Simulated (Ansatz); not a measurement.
Isolated molecules relaxed with PBE0-D4/def2-TZVP in Ansatz; ΔE leaves out vibrations. CCSD(T)/CBS is the MP2 limit (def2-TZVPP, def2-QZVPP) plus CCSD(T) − MP2 in def2-TZVPP, frozen cores. This one scheme is used for every species. DFT in def2-TZVPP. One conformer a species, not always the lowest.

`F[Si](F)(F)BCl` + `N#CB(Cl)Cl` → `N#CBCl` + `F[Si](F)(F)B(Cl)Cl`  (redistribution)

| level | ΔE (kJ/mol) |
| --- | --- |
| BLYP-D4 | -13.3 |
| BHLYP-D4 | -13.0 |
| CAM-B3LYP-D4 | -11.8 |
| B2PLYP | -10.7 |
| PBE-QIDH | -10.5 |
| r2SCAN0 | -11.8 |
| LC-ωPBE | -9.7 |
| CCSD/def2-TZVPP | -9.9 |

What does CCSD(T)/CBS give? (Estimate.)

The calculation gave: -11.7 kJ/mol. The listed levels differ from it by -1.6, -1.3, -0.1, 1.0, 1.2, -0.1, 2.0, 1.8 kJ/mol.

Largest T1 diagnostic among the species: 0.014.

At CCSD(T), def2-SVP lies +4.5 kJ/mol from the extrapolated value and def2-TZVPP +1.4 kJ/mol. Leaving LDA and LC-ωPBE aside and taking each functional with its dispersion term where it has one, the values, not all of them listed here, spread over 2.9 kJ/mol, from BLYP-D4 to B97M-V.
